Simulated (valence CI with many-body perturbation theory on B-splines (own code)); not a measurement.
The numbers below are computed, except where a source is named.
## Nd20+: what each term of the Hamiltonian does

Method: valence CI with perturbative core correlation (CI+MBPT): four valence electrons over a frozen Dirac-Fock core [Kr], a basis of 9 s, 9 p, 10 d, 8 f, 5 g, 3 h, 1 i functions for each j, with the one-electron correlation potential Σ1, the two-electron term Σ2, the three-electron term Σ3, Breit, model QED; selected CI, second order for the rest (own B-spline code, finite nucleus).

No measured spectrum was set against this ion. As an estimate, terms of the open shell hold to 2 to 4 % of their energy, and close levels can change places. Only levels of the ground parity were solved; by the run's estimate the other parity begins above the list, which can be wrong where configurations are misplaced.

Each rung adds one term. CI alone is the Dirac-Coulomb CI over the frozen core; QED comes last and gives the full result, which names the levels. Energies are above (4d3/2^4) J=0 on the same rung, in cm⁻¹.

Levels are named by their leading jj configuration (3d3/2^4 stands for four electrons in 3d with j = 3/2), which in mixed levels can hold well under half, so a name can repeat and another be missing. Letters in brackets count levels of one name in rising energy.

```
                    Level  CI alone     Σ1     Σ2     Σ3  Breit   QED    Full
      (4d3/2^3 4d5/2) J=1     23360   +396    -19   +533   -990  +109   23388
      (4d3/2^3 4d5/2) J=2     39554   +579   -278   +502  -1494  +155   39018
      (4d3/2^3 4d5/2) J=3     49574   +625   -633   +233  -1641  +162   48321
      (4d3/2^3 4d5/2) J=4     51980   +511  -1483   -219  -1445  +124   49467
(4d3/2^2 4d5/2^2) J=0 [a]     70944   +731   +702   -227  -1721  +197   70626
(4d3/2^2 4d5/2^2) J=4 [a]     77074   +794  -2087    +13  -2146  +208   73857
(4d3/2^2 4d5/2^2) J=3 [a]     86007   +727  -2472   -681  -1786  +185   81980
(4d3/2^2 4d5/2^2) J=2 [a]     86478   +662  -1380   -530  -1587  +170   83813
    (4d3/2^2 4d5/2^2) J=5     94054   +855  -3696   -395  -2324  +211   88706
    (4d3/2^2 4d5/2^2) J=1     93609   +845   -199   -285  -2015  +220   92175
    (4d3/2^2 4d5/2^2) J=6    101570   +897  -4424   -409  -2596  +217   95254
(4d3/2^2 4d5/2^2) J=4 [b]    108707   +895  -3248  -1213  -2353  +222  103011
(4d3/2^2 4d5/2^2) J=2 [b]    109646   +865  -2183   -923  -2164  +220  105460
(4d3/2^2 4d5/2^2) J=3 [b]    112689   +814  -3418  -1301  -2049  +203  106939
  (4d3/2 4d5/2^3) J=4 [a]    119478  +1139  -1617   -378  -2911  +299  116010
  (4d3/2 4d5/2^3) J=3 [a]    129111  +1179  -1345   -710  -2890  +311  125657
(4d3/2^2 4d5/2^2) J=2 [c]    129321   +951   +523   -848  -2300  +247  127894
      (4d3/2 4d5/2^3) J=5    139094  +1280  -2968   -741  -3391  +330  133605
  (4d3/2 4d5/2^3) J=1 [a]    139913  +1172  -1352  -1318  -2794  +311  135932
      (4d3/2 4d5/2^3) J=6    144624  +1291  -4455   -605  -3492  +325  137687
(4d3/2^2 4d5/2^2) J=4 [c]    151782  +1018  -4010  -1901  -2490  +254  144653
(4d3/2^2 4d5/2^2) J=2 [d]    154844  +1122  -3078  -1280  -2647  +284  149245
      (4d3/2 4d5/2^3) J=0    155685  +1181   +678  -2331  -2917  +317  152614
  (4d3/2 4d5/2^3) J=3 [b]    163790  +1226  -3052  -1666  -3053  +315  157560
(4d3/2^2 4d5/2^2) J=2 [e]    165057  +1029   -988  -1963  -2464  +267  160938
  (4d3/2 4d5/2^3) J=3 [c]    189429  +1290  -2673  -2016  -3072  +329  183286
            (4d5/2^4) J=4    186474  +1486   +214  -1537  -3663  +389  183362
  (4d3/2 4d5/2^3) J=1 [b]    189915  +1258  -2072  -1983  -2852  +324  184590
            (4d5/2^4) J=2    192587  +1435  -2314  -1609  -3401  +370  187069
(4d3/2^2 4d5/2^2) J=0 [b]    198180  +1230  -2717  -3099  -2671  +307  191229
  (4d3/2 4d5/2^3) J=4 [b]    200350  +1332  -3244  -2199  -3331  +343  193250
```

The middle columns are the shifts that each term adds.

Q: How does the ionisation energy move along the ladder, and which term matters most?

A: CI alone 598.81, + Σ1 601.17, + Σ2 603.20, + Σ3 603.26, + Breit 603.02, + QED 603.05 eV. The largest step is Σ1, 2.36 eV. NIST lists 602 ± 4 eV (theoretical).
